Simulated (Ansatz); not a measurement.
MF3 with several metals: PBE0-D4/def2-TZVPD single points in Ansatz on relaxed structures, gas phase. Core potentials for La, no spin–orbit coupling. HOMO and LUMO are taken over both spins. Binding counts from free atoms in the multiplicity of their measured ground term, without zero-point energy. Singlets are spin-restricted. The spins of the ions were chosen, not always searched. A dash marks a value that wasn't run or was left out as unsound. The structures are stationary points that may keep the symmetry of their start. Remarks come from the PBE and PBE0 runs and from stability tests at other levels; not every state was tested. A HOMO above zero means that the electron is unbound at that level and held by the basis, or that self-interaction error raises the level; the energy of removing that electron tells which.

```
species  atoms                         state             geometry  HOMO (eV)  LUMO (eV)  gap (eV)  vertical EA (eV)  binding per atom (eV)  point group (within 0.1 Å)                                                                  remarks
   LaF3      4                       singlet    PBE0-D4/def2-TZVP      -9.96      -2.13      7.82              0.86                      –                         C3v                                             HOMO above zero (-1 doublet)
   MnF3      4   quintet; reduced ion sextet  r2SCAN-D4/def2-TZVP      -9.92      -4.95      4.97              2.40                   3.33                         C2v                                              HOMO above zero (-1 sextet)
   CoF3      4  quintet; reduced ion quartet    PBE0-D4/def2-TZVP     -11.21      -5.43      5.77              3.31                   3.14                         D3h                                             HOMO above zero (-1 quartet)
    VF3      4  triplet; reduced ion quartet  r2SCAN-D4/def2-TZVP      -8.15      -3.58      4.57              1.37                      –                         C2v                                             HOMO above zero (-1 quartet)
   TiF3      4  doublet; reduced ion singlet     PBE-D4/def2-TZVP      -7.34      -2.63      4.71                 –                   4.66                         D3h  HOMO above zero (-1 singlet), restricted singlet, untested (-1 singlet)
   CrF3      4  quartet; reduced ion quintet  r2SCAN-D4/def2-TZVP      -9.23      -3.82      5.42              1.34                   3.53                         D3h                                             HOMO above zero (-1 quintet)
   FeF3      4   sextet; reduced ion quintet    PBE0-D4/def2-TZVP     -10.58      -5.33      5.24              3.04                   3.47                         D3h                                             HOMO above zero (-1 quintet)
```

The gap (eV) runs from 4.57 (VF3) to 7.82 (LaF3). The vertical EA (eV) runs from 0.86 (LaF3) to 3.31 (CoF3).
